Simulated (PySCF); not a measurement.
CH8O2Si2, SMILES [Si]([SiH3])(C)(O)O. Geometry optimised at PBE-D3(BJ)/def2-SVP. The structure was generated by enumeration, and PubChem lists no compound with its InChIKey, so it may never have been made. One conformer was computed; it need not be the lowest.

Computed equilibrium geometry at PBE-D3(BJ)/def2-SVP (PySCF confirms it by a frequency run) as bond lengths and angles (one conformer of several):
Atoms: Si1 Si2 C3 O4 O5 H6 H7 H8 H9 H10 H11 H12 H13. Bonds (Å): Si1–Si2 2.351, Si1–H6 1.509, Si1–H7 1.505, Si1–H8 1.507, Si2–C3 1.887, Si2–O4 1.691, Si2–O5 1.680, C3–H9 1.109, C3–H10 1.111, C3–H11 1.110, O4–H12 0.972, O5–H13 0.974. Bond angles (°): Si2–Si1–H6 109.7, Si2–Si1–H7 111.3, Si2–Si1–H8 111.4, H6–Si1–H7 108.1, H6–Si1–H8 107.5, H7–Si1–H8 108.7, Si1–Si2–C3 112.0, Si1–Si2–O4 111.4, Si1–Si2–O5 104.2, C3–Si2–O4 109.1, C3–Si2–O5 112.8, O4–Si2–O5 107.1, Si2–C3–H9 110.5, Si2–C3–H10 111.3, Si2–C3–H11 111.4, H9–C3–H10 107.8, H9–C3–H11 107.6, H10–C3–H11 108.1, Si2–O4–H12 114.7, Si2–O5–H13 114.2.
